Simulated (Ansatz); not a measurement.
C$_{2}$H$_{3}$AlF$_{2}$ (`FC(F)=[CH][AlH2]`). The species carries charge 0 and has multiplicity 1.

```json
{"atom": "F1", "x (Å)": "1.3646", "y (Å)": "-0.4458", "z (Å)": "-2.1759"}
{"atom": "C2", "x (Å)": "0.4658", "y (Å)": "-0.3981", "z (Å)": "-1.2172"}
{"atom": "F3", "x (Å)": "-0.5729", "y (Å)": "-1.1109", "z (Å)": "-1.5921"}
{"atom": "C4", "x (Å)": "0.5810", "y (Å)": "0.2531", "z (Å)": "-0.0711"}
{"atom": "Al5", "x (Å)": "-0.7708", "y (Å)": "0.2900", "z (Å)": "1.3025"}
{"atom": "H6", "x (Å)": "1.5256", "y (Å)": "0.7784", "z (Å)": "0.0326"}
{"atom": "H7", "x (Å)": "-0.4587", "y (Å)": "1.1211", "z (Å)": "2.6144"}
{"atom": "H8", "x (Å)": "-2.1346", "y (Å)": "-0.4877", "z (Å)": "1.1067"}
```

(1) What are the harmonic wavenumbers in cm⁻¹ at PBE0-D4/def2-TZVP (Ansatz, finite differences of forces, unscaled)? (An estimate is asked.)

(2) Is this a minimum?

(3) Give the ideal-gas thermochemistry at 298.15 K and 1 bar (rigid rotor, harmonic oscillator; point group Cs, symmetry number 1).

## Answers

(1) The calculation gave: 138, 142, 147, 407, 472, 602, 607, 679, 740, 786, 826, 976, 1144, 1323, 1721, 1936, 1946, 3189.

(2) Yes, all 18 modes are real.

(3) Zero-point energy 106.3 kJ/mol; H(298) − E = 124.9 kJ/mol; entropy 326.7 J/(mol·K), of which translation 165.3, rotation 110.9, vibration 50.5; G(298) − E = 27.5 kJ/mol.
